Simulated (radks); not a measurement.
Sr3+, 35 electrons, occupied as [Ar] 3d10 4s2 4p5. Calculated with a radial shooting solver on a logarithmic mesh with Libxc functionals: Dirac Kohn-Sham, PBE, spin-unpolarised, spherical densities, finite nucleus; open shells fill j = l - 1/2 first; Fermi nuclear charge, rms radius 4.224 fm. Some entries of the table are withheld. Estimate them.

orbital,occ.,eigenvalue (eV),r(max) (bohr)
1s1/2,2,-15961.44,0.02553
2s1/2,2,-2187.281,0.1452
2p1/2,2,-1993.320,0.1137
2p3/2,4,-1924.905,0.1171
3s1/2,2,-363.8083,0.4359
3p1/2,2,(1),0.4248
3p3/2,4,(2),0.4337
3d3/2,4,-159.2113,0.3749
3d5/2,6,-157.3769,0.3776
4s1/2,2,-68.9670,1.180
4p1/2,2,-50.9973,1.285
4p3/2,3,-49.7099,1.309
4d3/2,0,-24.6299,(3)
4d5/2,0,-24.5071,(4)
5s1/2,0,-21.9537,2.920

Answer. 
(1) 3p1/2 eigenvalue (eV): -293.3537
(2) 3p3/2 eigenvalue (eV): -282.8556
(3) 4d3/2 r(max) (bohr): 1.712
(4) 4d5/2 r(max) (bohr): 1.722
